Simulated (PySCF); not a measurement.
Numbering as in the mapped SMILES `[CH3:1][C:2](=[O:3])[O:4][SiH3:5]` (H(Xn): hydrogen on atom n).

GIAO PBE0/pcSseg-1 shifts (PySCF, gas phase, non-relativistic, equivalent atoms averaged), each against references optimised in the same way as the molecule (TMS, H2O).

On the GFN2-xTB geometry: C2 176.8, C1 24.1, O3 469.0, O4 185.3, Si5 -40.7, H(Si5) 4.79, H(C1) 2.16 ppm.

Question: What changes on the PBE0-D3(BJ)/def2-SVP geometry?

Answer: 
```csv
atoms,δ (ppm),change
C2,177.9,+1.1
C1,22.2,-1.9
O3,471.2,+2.2
O4,201.7,+16.4
Si5,-34.2,+6.5
H(Si5),4.74,-0.05
H(C1),2.07,-0.09
```

Bonds between heavy atoms that differ most (equivalent bonds averaged): O4–Si5 1.663 → 1.720 Å, C2–O4 1.327 → 1.340 Å, C1–C2 1.504 → 1.497 Å, C2–O3 1.201 → 1.206 Å. Mean change of bonds to hydrogen: C–H +0.011 Å, Si–H +0.029 Å.
